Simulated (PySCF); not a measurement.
ClH5OSi2, SMILES Cl[Si@H]([SiH3])O. Coordinates come from a PBE-D3(BJ)/def2-SVP optimisation. The structure was generated by enumeration; whether it is a known compound was not checked. Other conformers were not sampled.

Problem. Give the equilibrium geometry at PBE-D3(BJ)/def2-SVP (PySCF confirms it by a frequency run) as bond lengths and angles. (An estimate is asked for; the answer gives what the named calculation found.)

Solution. Several could match; the one computed here: 
Atoms: O1 Si2 Si3 Cl4 H5 H6 H7 H8 H9. Bond lengths (Å): O1–Si2 1.676, O1–H5 0.974, Si2–Si3 2.342, Si2–Cl4 2.098, Si2–H6 1.506, Si3–H7 1.503, Si3–H8 1.504, Si3–H9 1.505. Bond angles (°): Si2–O1–H5 115.6, O1–Si2–Si3 106.7, O1–Si2–Cl4 111.1, O1–Si2–H6 111.3, Si3–Si2–Cl4 107.2, Si3–Si2–H6 115.0, Cl4–Si2–H6 105.5, Si2–Si3–H7 108.9, Si2–Si3–H8 108.7, Si2–Si3–H9 111.2, H7–Si3–H8 109.3, H7–Si3–H9 109.6, H8–Si3–H9 109.1.
